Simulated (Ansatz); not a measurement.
Counterpoise correction, worked out

The pair of H2S (SMILES S, atoms 1–3) and H2 (SMILES [H][H], atoms 4–5), both closed shells, in one local arrangement (a lower one may exist), relaxed at PBE0-D4/def2-TZVP:

S1  (-0.400, 0.417, -1.410)
H2  (-0.768, -0.865, -1.270)
H3  (0.901, 0.094, -1.464)
H4  (0.051, 0.252, 1.715)
H5  (0.217, 0.102, 2.429)
(Å)

Program: Ansatz 0.2.0. Basis: def2-TZVPPD. Cores are frozen in the correlated methods.

MP2 total energies in eV:

| system | geometry | basis functions | energy |
| --- | --- | --- | --- |
| pair | pair | all | -10886.35442 |
| H2S | as in the pair | all (partner as ghosts) | -10854.65096 |
| H2 | as in the pair | all (partner as ghosts) | -31.69355 |
| H2S | as in the pair | its own | -10854.64583 |
| H2 | as in the pair | its own | -31.69313 |
| H2S | free (PBE0-D4 minimum) | its own | -10854.64588 |
| H2 | free (PBE0-D4 minimum) | its own | -31.69370 |

**Question.** Work out the interaction energy with and without the counterpoise correction, the superposition error, and the binding energy from the relaxed fragments.

**Answer.** Without correction: -10886.35442 − (-10854.64583) − (-31.69313) = -0.01546 eV.
With correction (each fragment in the whole basis): -10886.35442 − (-10854.65096) − (-31.69355) = -0.00991 eV = -0.23 kcal/mol.
The superposition error is the difference, 0.00555 eV: each fragment borrows its partner's functions.
Deformation from the free shapes: 0.00005 eV for H2S and 0.00057 eV for H2.
Binding energy from relaxed fragments: -0.00991 + 0.00005 + 0.00057 = -0.00929 eV = -0.21 kcal/mol (electronic, without zero-point energy; negative means bound). For comparison, the corrected interaction energy by CCSD(T) at an estimated basis limit (MP2 extrapolated from triple and quadruple zeta, plus CCSD(T) − MP2 in triple zeta) is -0.014 eV.

T1 diagnostic: at most 0.011.

For scale, one of the runs: CCSD(T)/def2-TZVPPD, 119 basis functions, launched by `ansatz run in.yaml --threads 2 --pin off --events-out ev --progress --plain --max-ram 5222MiB`. Hardware: 2 CPU threads of an Arm Neoverse V1, shared host. Wall time about 2.3 s.
